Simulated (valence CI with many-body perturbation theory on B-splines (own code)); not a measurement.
## Level structure of Dy51+

Calculated by configuration interaction combined with many-body perturbation theory (CI+MBPT): five valence electrons over a frozen Dirac-Fock core [Ne], a basis of 9 s, 9 p, 8 d, 6 f, 3 g, 1 h functions for each j, with the one-electron correlation potential Σ1 (screened to all orders), the two-electron term Σ2, the three-electron term Σ3, Breit, model QED; selected single and double excitations, second order for the rest (own B-spline code, finite nucleus).

The last digits are not significant, and no measured levels were compared; by estimate large intervals hold to a few tenths of a per cent, small ones and those within an open d or f shell to about a per cent. Among the levels kept, up to 610 cm⁻¹ of a level comes from second order outside the variational space, and about a tenth of that is noise between levels of different J, which matters for small intervals.

Levels 1 to 45 of 55, with energies above the lowest level, (3s^2 3p1/2^2 3p3/2) J=3/2. "Leading %" is the weight of the configuration and term that name the level; weights of strongly mixed levels are sums over their largest components and can fall short. In the jj column 3d3/2^4 stands for four electrons in 3d with j = 3/2.

```
No.  Configuration  Term    J  E (eV)  Leading %      g                     Leading jj     Second component
  1        3s2 3p3   2P°  3/2    0.00         47  1.356      3s^2 3p1/2^2 3p3/2 (99 %)     26 % 3s2 3p3 2D°
  2        3s2 3p3   4S°  3/2  194.02         54  1.452      3s^2 3p1/2 3p3/2^2 (99 %)     44 % 3s2 3p3 2D°
  3     3s2 3p2 3d    2D  3/2  198.03         39  0.778      3s^2 3p1/2^2 3d3/2 (99 %)   35 % 3s2 3p2 3d 4F
  4        3s2 3p3   2D°  5/2  204.44         99  1.189      3s^2 3p1/2 3p3/2^2 (99 %)                     
  5        3s2 3p3   2P°  1/2  217.62         99  0.652      3s^2 3p1/2 3p3/2^2 (99 %)                     
  6     3s2 3p2 3d    2D  5/2  255.59         30  1.205      3s^2 3p1/2^2 3d5/2 (96 %)   20 % 3s2 3p2 3d 4D
  7         3s 3p4    4P  5/2  340.05         66  1.459      3s 3p1/2^2 3p3/2^2 (90 %)       24 % 3s 3p4 2D
  8         3s 3p4    2P  3/2  366.21         32  1.149      3s 3p1/2^2 3p3/2^2 (70 %)       26 % 3s 3p4 2D
  9         3s 3p4    2S  1/2  366.79         53  2.093      3s 3p1/2^2 3p3/2^2 (85 %)       27 % 3s 3p4 4P
 10     3s2 3p2 3d    4F  5/2  390.29         46  0.956  3s^2 3p1/2 3p3/2 3d3/2 (98 %)   46 % 3s2 3p2 3d 2F
 11     3s2 3p2 3d    4F  3/2  392.74         33  0.909  3s^2 3p1/2 3p3/2 3d3/2 (93 %)   29 % 3s2 3p2 3d 4D
 12     3s2 3p2 3d    4D  1/2  392.86         80  0.207  3s^2 3p1/2 3p3/2 3d3/2 (99 %)   14 % 3s2 3p2 3d 2P
 13     3s2 3p2 3d    2G  7/2  400.91         49  1.036  3s^2 3p1/2 3p3/2 3d3/2 (96 %)   27 % 3s2 3p2 3d 2F
 14        3s2 3p3   2P°  3/2  413.24         52  1.299            3s^2 3p3/2^3 (98 %)     28 % 3s2 3p3 2D°
 15     3s2 3p2 3d    2D  5/2  426.29         34  1.181  3s^2 3p1/2 3p3/2 3d3/2 (89 %)   24 % 3s2 3p2 3d 2F
 16     3s2 3p2 3d    2D  3/2  434.06         26  1.233  3s^2 3p1/2 3p3/2 3d3/2 (78 %)   24 % 3s2 3p2 3d 4P
 17     3s2 3p2 3d    2P  1/2  434.15         38  1.671  3s^2 3p1/2 3p3/2 3d3/2 (88 %)   33 % 3s2 3p2 3d 4P
 18     3s2 3p2 3d    4D  7/2  438.02         47  1.304  3s^2 3p1/2 3p3/2 3d5/2 (99 %)   37 % 3s2 3p2 3d 4F
 19     3s2 3p2 3d    2P  3/2  446.94         43  1.354  3s^2 3p1/2 3p3/2 3d5/2 (93 %)   23 % 3s2 3p2 3d 4P
 20     3s2 3p2 3d    2G  9/2  449.30         60  1.188  3s^2 3p1/2 3p3/2 3d5/2 (99 %)   39 % 3s2 3p2 3d 4F
 21     3s2 3p2 3d    2F  5/2  450.61         33  1.131  3s^2 3p1/2 3p3/2 3d5/2 (93 %)   28 % 3s2 3p2 3d 2D
 22     3s2 3p2 3d    2F  7/2  470.36         57  1.114  3s^2 3p1/2 3p3/2 3d5/2 (94 %)   20 % 3s2 3p2 3d 2G
 23     3s2 3p2 3d    2D  5/2  470.70         40  1.257  3s^2 3p1/2 3p3/2 3d5/2 (91 %)   32 % 3s2 3p2 3d 4P
 24     3s2 3p2 3d    2D  3/2  477.77         61  0.929  3s^2 3p1/2 3p3/2 3d5/2 (96 %)   19 % 3s2 3p2 3d 2P
 25     3s2 3p2 3d    2P  1/2  480.97         53  1.240  3s^2 3p1/2 3p3/2 3d5/2 (94 %)   35 % 3s2 3p2 3d 2S
 26      3s 3p3 3d   4D°  5/2  533.25         28  1.276  3s 3p1/2^2 3p3/2 3d3/2 (94 %)   22 % 3s 3p3 3d 6D°
 27      3s 3p3 3d   6D°  3/2  535.20         26  1.284  3s 3p1/2^2 3p3/2 3d3/2 (94 %)   19 % 3s 3p3 3d 4D°
 28      3s 3p3 3d   4P°  1/2  536.76         44  2.455  3s 3p1/2^2 3p3/2 3d3/2 (95 %)   33 % 3s 3p3 3d 6D°
 29      3s 3p3 3d   4F°  7/2  541.58         24  1.277  3s 3p1/2^2 3p3/2 3d3/2 (88 %)   20 % 3s 3p3 3d 6D°
 30         3s 3p4    4P  3/2  545.80         65  1.466        3s 3p1/2 3p3/2^3 (85 %)       18 % 3s 3p4 2D
 31      3s 3p3 3d   2D°  3/2  557.59         25  0.999  3s 3p1/2^2 3p3/2 3d3/2 (80 %)   14 % 3s 3p3 3d 4F°
 32         3s 3p4    2D  5/2  560.46         63  1.287        3s 3p1/2 3p3/2^3 (84 %)       21 % 3s 3p4 4P
 33      3s 3p3 3d   4G°  5/2  569.30         23  0.876  3s 3p1/2^2 3p3/2 3d3/2 (82 %)   21 % 3s 3p3 3d 2F°
 34      3s 3p3 3d   4D°  1/2  572.78         45  0.561  3s 3p1/2^2 3p3/2 3d3/2 (87 %)   23 % 3s 3p3 3d 2P°
 35         3s 3p4    2P  1/2  578.17         46  1.359        3s 3p1/2 3p3/2^3 (74 %)       28 % 3s 3p4 4P
 36         3s 3p4    2P  3/2  580.26         42  1.131        3s 3p1/2 3p3/2^3 (76 %)       26 % 3s 3p4 2D
 37      3s 3p3 3d   4F°  9/2  581.65         46  1.361  3s 3p1/2^2 3p3/2 3d5/2 (97 %)   34 % 3s 3p3 3d 6D°
 38      3s 3p3 3d   4D°  5/2  595.60         31  1.386  3s 3p1/2^2 3p3/2 3d5/2 (94 %)   20 % 3s 3p3 3d 4P°
 39     3s2 3p 3d2   4G°  5/2  599.60         45  0.771      3s^2 3p1/2 3d3/2^2 (82 %)  29 % 3s2 3p 3d2 2F°
 40      3s 3p3 3d   2F°  7/2  603.40         31  1.250  3s 3p1/2^2 3p3/2 3d5/2 (84 %)   28 % 3s 3p3 3d 4D°
 41      3s 3p3 3d   2D°  3/2  604.21         31  1.146  3s 3p1/2^2 3p3/2 3d5/2 (84 %)   18 % 3s 3p3 3d 4D°
 42      3s 3p3 3d   2F°  7/2  618.24         26  1.171  3s 3p1/2^2 3p3/2 3d5/2 (88 %)   15 % 3s 3p3 3d 4D°
 43     3s2 3p2 3d    2D  5/2  622.72         29  1.175      3s^2 3p3/2^2 3d3/2 (86 %)   20 % 3s2 3p2 3d 4D
 44     3s2 3p2 3d    2F  7/2  623.06         48  1.111      3s^2 3p3/2^2 3d3/2 (95 %)   24 % 3s2 3p2 3d 2G
 45      3s 3p3 3d   2P°  1/2  624.96         45  0.611  3s 3p1/2^2 3p3/2 3d5/2 (93 %)   38 % 3s 3p3 3d 4D°
```

The ionisation energy to 3s2 3p2 3P_0 of the next ion comes out as 4631.9 eV (NIST: 4629 ± 4 eV (theoretical)). All 55 levels together are meant to be complete up to 650.22 eV.
